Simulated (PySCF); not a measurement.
Si(F)2(OH)(OSiH3) (F2H4O2Si2), SMILES F[Si](F)(O[SiH3])O.

Geometry optimised at PBE0-D3(BJ)/def2-SVP. This is a generated structure with no PubChem entry under its InChIKey; it may be hypothetical. Other conformers were not sampled.

Calculation: PBE0-D3(BJ)/def2-SVP run with PySCF 2.14.0.

Frequencies are harmonic and unscaled.

```csv
mode,ν (cm⁻¹),IR (km/mol),moving atoms (share of kinetic energy)
1,23,3.1,"O 48 %, Si 19 %, H 17 %, F 16 %"
2,41,0.3,H 91 %
3,53,1.0,"F 38 %, Si 27 %, O 24 %, H 12 %"
4,163,81.7,"H 73 %, F 20 %"
5,257,2.1,"O 48 %, F 46 %"
6,280,40.0,"O 32 %, F 30 %, H 25 %, Si 14 %"
7,332,58.4,"F 43 %, O 32 %, Si 18 %"
8,377,38.7,"F 39 %, O 36 %, Si 23 %"
9,385,63.0,"O 36 %, F 36 %, Si 23 %"
10,608,13.6,"Si 46 %, O 20 %, F 18 %, H 16 %"
11,728,54.7,"H 84 %, Si 8 %"
12,737,56.5,"H 81 %, O 10 %, Si 9 %"
13,778,129.4,"H 57 %, O 27 %, F 15 %"
14,888,142.6,"F 31 %, Si 29 %, H 27 %, O 14 %"
15,949,71.2,H 96 %
16,950,48.1,H 93 %
17,976,215.0,"Si 48 %, F 48 %"
18,988,406.6,"H 78 %, Si 16 %"
19,1016,179.0,"Si 47 %, O 37 %, F 10 %"
20,1173,552.4,"O 71 %, Si 23 %"
21,2253,70.0,H 98 %
22,2256,129.9,H 96 %
23,2274,110.7,H 96 %
24,3947,153.7,H 94 %
```
